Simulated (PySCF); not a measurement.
**Partial charges of AlCl2(tBu)**

AlCl2(tBu), C4H9AlCl2.
Structure used (PBE0-D3(BJ)/def2-SVP), in Å, numbered top down from 1:
```xyz
16
C4H9AlCl2 angstrom
Al     0.947    1.655   -0.037
Cl     3.035    1.820    0.145
Cl    -0.122    3.451   -0.264
C     -0.007   -0.062    0.001
C     -0.799   -0.125    1.313
C      0.973   -1.232   -0.081
C     -0.977   -0.091   -1.185
H     -1.394   -1.057    1.354
H     -0.142   -0.126    2.200
H     -1.506    0.715    1.416
H      1.687   -1.238    0.757
H      1.561   -1.219   -1.013
H      0.423   -2.192   -0.054
H     -0.453   -0.073   -2.155
H     -1.681    0.757   -1.168
H     -1.580   -1.019   -1.161
```

Density: PBE0/pcSseg-1 (pcSseg-2 on Al) (PySCF); schemes: Mulliken, IAO, Hirshfeld and ESP-fitted. Geometry: PBE0-D3(BJ)/def2-SVP; no solvent, vibrations or thermal averaging.

Question: For which atoms does the sign change between the 4 schemes (beyond +0.03 e in one, beyond −0.03 e in another)?

Answer: C4.

Question: At which atom do the 4 schemes differ most?

Answer: At C4: from -0.792 (Mulliken) to +0.469 e (ESP-fitted), 1.261 e apart.

Question: Do the Mulliken, IAO, Hirshfeld and ESP-fitted schemes agree on where the charge is lowest?

Answer: The schemes don't all agree: Mulliken C4 (-0.792); IAO C5 (-0.401); Hirshfeld Cl2 and Cl3 (-0.200); ESP-fitted C6 (-0.512).

Question: Give the atomic charges in each scheme.

Answer: In e:

| atom | environment | Mulliken | IAO | Hirshfeld | ESP-fitted |
| --- | --- | --- | --- | --- | --- |
| Al1 | aluminium bonded to C and 2 Cl | +0.884 | +0.964 | +0.516 | +0.586 |
| Cl2 | chlorine bonded to Al | -0.314 | -0.344 | -0.200 | -0.286 |
| Cl3 | chlorine bonded to Al | -0.319 | -0.348 | -0.200 | -0.290 |
| C4 | carbon bonded to Al and 3 C | -0.792 | -0.280 | -0.103 | +0.469 |
| C5 | carbon bonded to C and 3 H | -0.200 | -0.401 | -0.118 | -0.373 |
| C6 | carbon bonded to C and 3 H | -0.164 | -0.398 | -0.121 | -0.512 |
| C7 | carbon bonded to C and 3 H | -0.189 | -0.400 | -0.119 | -0.411 |
| H8 | hydrogen on C5 | +0.117 | +0.134 | +0.040 | +0.084 |
| H9 | hydrogen on C5 | +0.123 | +0.132 | +0.040 | +0.088 |
| H10 | hydrogen on C5 | +0.131 | +0.137 | +0.038 | +0.069 |
| H11 | hydrogen on C6 | +0.126 | +0.137 | +0.037 | +0.094 |
| H12 | hydrogen on C6 | +0.121 | +0.134 | +0.037 | +0.103 |
| H13 | hydrogen on C6 | +0.112 | +0.130 | +0.038 | +0.120 |
| H14 | hydrogen on C7 | +0.119 | +0.131 | +0.039 | +0.099 |
| H15 | hydrogen on C7 | +0.133 | +0.140 | +0.036 | +0.070 |
| H16 | hydrogen on C7 | +0.115 | +0.132 | +0.039 | +0.092 |

Mean size of the charges over all atoms: IAO 0.271 e, Mulliken 0.247 e, ESP-fitted 0.234 e, Hirshfeld 0.108 e. Each set sums to the total charge, 0, to within 0.001 e. The Mulliken scheme counts on each atom the diagonal of the density matrix times the overlap matrix over that atom's basis functions.

Question: How many electrons does the Mulliken scheme count on Al1?

Answer: Z − q = 13 − (+0.884) = 12.116.

Question: Sum the charges by element, for elements with more than one atom.

Answer: 
| element | atoms | Mulliken | IAO | Hirshfeld | ESP-fitted |
| --- | --- | --- | --- | --- | --- |
| Cl | 2 | -0.633 | -0.692 | -0.400 | -0.576 |
| C | 4 | -1.345 | -1.478 | -0.462 | -0.828 |
| H | 9 | +1.095 | +1.207 | +0.345 | +0.818 |

Question: How closely do the schemes follow one another over all atoms?

Answer: Correlation coefficient and root-mean-square difference: IAO with Hirshfeld 0.97, 0.192 e; Mulliken with IAO 0.89, 0.160 e; Mulliken with Hirshfeld 0.89, 0.211 e; IAO with ESP-fitted 0.78, 0.216 e; Hirshfeld with ESP-fitted 0.74, 0.206 e; Mulliken with ESP-fitted 0.42, 0.344 e.
